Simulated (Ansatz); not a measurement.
Geometry optimisation, RHF/def2-SVP in Ansatz.

Input file:

```yaml
crystal:
  periodic: [false, false, false]
  atoms:
    - { symbol: Ge, position_ang: [0.0, 0.0, 0.0] }
    - { symbol: H, position_ang: [0.0, 0.0, 1.55] }
    - { symbol: H, position_ang: [1.4616, 0.0, -0.5162] }
    - { symbol: O, position_ang: [-0.8337, 1.4443, -0.5894] }
    - { symbol: H, position_ang: [-1.7915, 1.2136, -0.8118] }
    - { symbol: O, position_ang: [-0.8337, -1.4443, -0.5894] }
    - { symbol: H, position_ang: [-1.2883, -1.91, 0.183] }
basis:
  gaussian: { orbitals: def2-SVP }
hamiltonian:
  xc: hf
relax:
  f_tol: 0.02
  max_steps: 40
```

Run as:

```bash
$ ansatz run input.yaml --threads 1 --pin off --max-ram 2048MiB --backend cpu --events-out ev --progress --plain --runs-dir out
```

Where does it end, and by what steps?

The forces met the threshold. After 12 steps the energy has fallen by 0.346 eV; H5 moved furthest, 0.55 Å.

```tsv
step	energy less start (eV)	largest force component (eV/Å)	accepted
0	0.0000	2.944	yes
1	-0.2537	0.786	yes
2	-0.2766	0.299	yes
3	-0.2810	0.313	yes
4	-0.2860	0.063	yes
5	-0.2866	0.040	yes
6	-0.2876	0.107	yes
7	-0.3021	0.294	yes
8	-0.3140	1.065	yes
9	-0.3298	0.718	yes
10	-0.3454	0.026	yes
11	-0.3455	0.123	yes
12	-0.3462	0.006	yes
```

```xyz
7
Properties=species:S:1:pos:R:3
Ge -0.013 -0.030 0.105
H 0.182 0.043 1.615
H 1.267 0.119 -0.710
O -1.164 1.247 -0.265
H -1.400 1.371 -1.172
O -0.681 -1.581 -0.384
H -1.477 -1.865 0.038
```

Whether the end is a true minimum wasn't checked by a vibrational analysis.

The run took 13 s on 1 thread of Intel(R) Xeon(R) 6975P-C (Granite Rapids), with other jobs on the host, peak memory 0.17 GiB.
